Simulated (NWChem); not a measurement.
Molecule: C4H4OS; SMILES C=C1CC(=O)S1

```xyz
10

C      0.2968    -2.3803     0.0000
C      0.2150    -1.0533     0.0000
C      1.2587     0.0388     0.0000
C      0.2348     1.1599     0.0000
O      0.3067     2.3429     0.0000
S     -1.1956     0.0300     0.0000
H      1.2740    -2.8696     0.0000
H     -0.5921    -3.0142     0.0000
H      1.9041     0.0646    -0.8941
H      1.9041     0.0646     0.8941
```
Atoms are numbered in this order, from 1.

Level: PBE0/def2-SVP (NWChem), optimised geometry, unscaled harmonic frequencies. 

List the harmonic frequencies with IR intensities, and the thermochemistry.


```csv
frequency (cm⁻¹),IR intensity (km/mol)
102,3.6
297,1.1
424,7.4
428,8.8
483,6.1
578,0.4
644,41.6
689,0.1
701,27.5
885,36.7
907,7.5
921,7.6
1017,95.4
1107,0.3
1196,35.4
1233,2.6
1391,14.9
1411,1.7
1757,127.6
1962,481.1
3076,1.8
3140,0.0
3176,0.1
3280,0.1
```

```
Property                                                                           Result
-----------------------------------------------------------------------  ----------------
zero-point energy                                                           44.0 kcal/mol
thermal correction to the enthalpy at 298.15 K (with zero-point energy)     48.1 kcal/mol
heat capacity Cv                                                         20.2 cal/(mol K)
entropy at 298.15 K and 1 atm (symmetry number 1)                        76.0 cal/(mol K)
dipole moment                                                                      2.79 D
```

Rigid rotor and harmonic oscillator.
